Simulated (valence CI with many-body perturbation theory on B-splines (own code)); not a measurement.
Questions on P X

Calculated by valence CI with perturbative core correlation (CI+MBPT): four valence electrons over a frozen Dirac-Fock core [He], a basis of 9 s, 9 p, 8 d, 6 f, 3 g, 1 h functions for each j, with the one-electron correlation potential Σ1, the two-electron term Σ2, the three-electron term Σ3, Breit, model QED; selected CI, second order for the rest, scaled by the run's own slope (own B-spline code, finite nucleus).

No measured spectrum was set against this ion. As an estimate, levels of excited configurations hold to 0.05 to 0.15 % of their energy, terms of the ground configuration to about 0.5 %. Among the levels kept, up to 290 cm⁻¹ of a level comes from second order outside the variational space, and about a tenth of that is noise between levels of different J, which matters for small intervals.

Rates and lifetimes use the calculated energies. Strong lines usually hold to 10 to 20 %, long lifetimes can be off by a factor of two.

(1) What is the ground level?

(2) How is the term ³P of the ground level split?

(3) Name the longest-lived excited levels whose lifetime is computed, and their main decay.

(4) Where does the other parity begin?

(5) What are the static dipole polarisabilities of the lowest levels?

(6) What is the ionisation energy?

(7) Among levels below 2150100 cm⁻¹, which E1 lines absorb most strongly from the ground level?

Answers

(1) 2s²2p² ³P_0, composition 98 % 2s²2p² ³P.

(2) J = 0 at 0, J = 1 at 3676, J = 2 at 9024 cm⁻¹.

(3) 2s²2p² ³P_1 at 3676 cm⁻¹ lives 1.12 s, mostly by M1 to 2s²2p² ³P_0; 2s²2p² ³P_2 at 9024 cm⁻¹ lives 486 ms, mostly by M1 to 2s²2p² ³P_1; 2s²2p² ¹D_2 at 59866 cm⁻¹ lives 17.7 ms, mostly by M1 to 2s²2p² ³P_2.

(4) At 2s2p³ ⁵S°_2, 167450 cm⁻¹.

(5) 2s²2p² ³P_0 0.0969; 2s²2p² ³P_1 0.0973 (tensor 0.0036); 2s²2p² ³P_2 0.0973 (tensor -0.0071); 2s²2p² ¹D_2 0.0875 (tensor 0.022) bohr³, of which the core gives 0.000194.

(6) 424.55 eV; NIST lists 424.4 ± 0.09 eV (semi-empirical).

(7) to 2s2p³ ³S°_1 at 20.37 nm, f = 0.0831; to 2s2p³ ³D°_1 at 30.92 nm, f = 0.0764; to 2s2p³ ³P°_1 at 26.31 nm, f = 0.0668.
